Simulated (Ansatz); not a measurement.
CH$_{3}$ClMoS$_{2}$, SMILES `[CH3][Mo](=[S])(=[S])[Cl]`. Total charge 0; spin multiplicity 1. Mo takes the def2 core potential. All single points use the PBE0-D4/def2-TZVP geometry.

```xyz
8

C     1.061   -0.363   -0.175
Mo   -0.884    0.302    0.149
S    -0.850    2.301   -0.451
S    -2.036   -0.812   -1.189
Cl   -1.470    0.018    2.290
H     1.384   -0.247   -1.209
H     1.711    0.223    0.483
H     1.084   -1.421    0.102
```

Question: What is the dipole moment at r2SCAN/def2-TZVPP? (Estimate.)

Answer: The calculation gave: 1.95 D, with components (1.81, -0.73, 0.16) D in this frame, pointing from negative to positive charge.

Question: And with PBE, B3LYP, ωB97M-V? (Best estimate.)

Answer: The calculation gave: PBE 1.81 D, B3LYP 1.84 D, ωB97M-V 1.82 D.

Question: Give the Mulliken charges with r2SCAN, PBE, ωB97M-V in def2-TZVPP. (Estimate.)

Answer: Ansatz gave: 
| atom | r2SCAN | PBE | ωB97M-V |
| --- | --- | --- | --- |
| C1 | -0.31 | -0.40 | -0.44 |
| Mo2 | 0.85 | 0.79 | 0.63 |
| S3 | -0.29 | -0.27 | -0.20 |
| S4 | -0.29 | -0.27 | -0.20 |
| Cl5 | -0.28 | -0.25 | -0.24 |
| H6 | 0.11 | 0.13 | 0.15 |
| H7 | 0.11 | 0.13 | 0.15 |
| H8 | 0.11 | 0.13 | 0.15 |

B3LYP here is the variant with VWN-RPA as its local correlation; programs differ in this.
